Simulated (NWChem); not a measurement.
Molecule: GaH$_{2}$F; SMILES [F][GaH2]

```xyz
4

Ga     0.0000     0.0000    -0.3582
H      0.0000     1.4309    -1.0015
H      0.0000    -1.4309    -1.0015
F      0.0000     0.0000     1.4038
```
Atoms are numbered in this order, from 1.

All runs use the structure optimised with B3LYP/6-31G* (spherical d).

Problem. Give the principal values of the shielding tensors (ppm) of Ga1, F4 from PBE/pcSseg-1, GIAO (NWChem), with their diamagnetic and paramagnetic parts as GIAO splits them.

Solution. 
| atom | σ11 | σ22 | σ33 | isotropic | diamagnetic | paramagnetic |
|---|---|---|---|---|---|---|
| Ga1 | 1068.3 | 1194.7 | 1569.0 | 1277.3 | 2638.8 | -1361.5 |
| F4 | -17.9 | 230.9 | 440.7 | 217.9 | 477.9 | -260.0 |
